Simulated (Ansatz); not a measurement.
CH6GeO2 (`O[CH2][GeH2][OH]`). Charge 0, multiplicity 1.

```xyz
10

O     1.7550    0.6128   -0.7224
C     0.5220   -0.0761   -0.8170
Ge   -0.3432    0.0288    0.9445
O    -1.8970   -0.8518    0.8447
H     2.2169    0.5429   -1.5612
H     0.6538   -1.1348   -1.0734
H    -0.1451    0.3684   -1.5673
H    -0.6105    1.4962    1.3355
H     0.4757   -0.7064    2.0133
H    -2.6277   -0.2800    0.6035
```

Q: List the harmonic frequencies (cm⁻¹, unscaled) at PBE0-D4/def2-TZVP in Ansatz. (Estimate.)

A: The calculation gave: 55, 104, 135, 241, 286, 460, 607, 630, 695, 784, 852, 868, 932, 1080, 1183, 1225, 1365, 1488, 2136, 2177, 3007, 3054, 3856, 3911.

Q: Is this a minimum?

A: Yes, all 24 modes are real.

Q: Give the ideal-gas thermochemistry at 298.15 K and 1 bar (rigid rotor, harmonic oscillator; point group C1, symmetry number 1).

A: Zero-point energy 186.2 kJ/mol; H(298) − E = 207.0 kJ/mol; entropy 347.7 J/(mol·K), of which translation 168.8, rotation 108.0, vibration 70.9; G(298) − E = 103.4 kJ/mol. Modes under 100 cm⁻¹ are hindered rotations or soft bends, so the harmonic entropy is rough.

Q: Rotational constants (cm⁻¹)?

A: 0.4389, 0.08752, 0.07668.
